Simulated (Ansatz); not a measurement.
Cartesian coordinates (Å):
```xyz
7

C      1.7151    -0.0588     0.6201
C      0.5263    -0.1777     0.4857
C     -0.8874    -0.3297     0.3321
N     -1.6630     0.4726    -0.2720
H      2.7679     0.0536     0.7348
H     -1.3217    -1.2241     0.7825
H     -1.1372     1.2641    -0.6461
```
Charge 0, multiplicity 1.

These are frozen-core CCSD(T)/cc-pVQZ // PBE0-D3(BJ)/def2-TZVP (Ansatz, a quantum-chemistry and plane-wave program) values and carry that method's errors. The restricted HF reference is unstable towards unrestricted orbitals.

The HF energy is -169.77835 Ha and the MP2 correlation energy is -0.70175 Ha.

Q: Estimate the CCSD correlation energy, the (T) correction, the total energy and the T1 diagnostic.

A: 
* **CCSD correlation energy**: -0.71016 Ha
* **(T) correction**: -0.03814 Ha
* **CCSD(T) total energy**: -170.52666 Ha
* **T1 diagnostic**: 0.013
